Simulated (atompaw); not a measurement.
## How hard is this sulfur PAW (atompaw) potential?

S, PAW, made with atompaw 4.2.0.5 (PBE, scalar-relativistic). Core [Ne], reference 3s1.75 3p4.25. Waves: 3s (bound): rc 1.25 bohr; 3s channel at 1.2 Ry: rc 1.50 bohr; 3p (bound): rc 1.50 bohr; 3p channel at 1.95 Ry: rc 1.50 bohr; 3d channel at 0.15 Ry: rc 1.50 bohr. Local part: bessel scheme, radius 1.20 bohr. Core correction: smooth core density matched at 1.20 bohr. Augmentation charge: sinc compensation charge, radius 1.35 bohr; PAW radius 1.50 bohr; waves and projectors: custom rrkj gramschmidtortho.

The pseudo-atom Hamiltonian at the reference potential is diagonalised in spherical Bessel functions j_l(qr) that vanish at 20 bohr, with q² up to the cutoff. All-electron valence levels (Ry): 3s -1.2811, 3p -0.5255.

**Question.** How do the lowest levels (Ry) of each channel move with the cutoff, and are there ghosts?

**Answer.**

```csv
cutoff (Ry),s #1,s #2,p #1,p #2,d #1,d #2,f #1,f #2,Σ f·Δε (mRy)
8,-1.2422,-0.0264,-0.4921,0.0315,0.0704,0.1555,0.1171,0.2497,210.5
12,-1.2542,-0.0268,-0.5185,0.0307,0.0702,0.1542,0.1171,0.2497,77.5
18,-1.2722,-0.0273,-0.5243,0.0305,0.0701,0.1530,0.1171,0.2497,21.2
30,-1.2806,-0.0275,-0.5254,0.0305,0.0700,0.1522,0.1171,0.2497,1.9
40,-1.2808,-0.0275,-0.5255,0.0305,0.0700,0.1520,0.1171,0.2497,0.9
50,-1.2811,-0.0275,-0.5256,0.0305,0.0700,0.1520,0.1171,0.2497,0.4
400,-1.2812,-0.0275,-0.5256,0.0305,0.0700,0.1520,0.1171,0.2497,0.0
```

Result: no extra level below or beside the all-electron valence levels (s, p, d, f tested); 10 mRy is reached at 25 Ry and 1 mRy at 40 Ry.
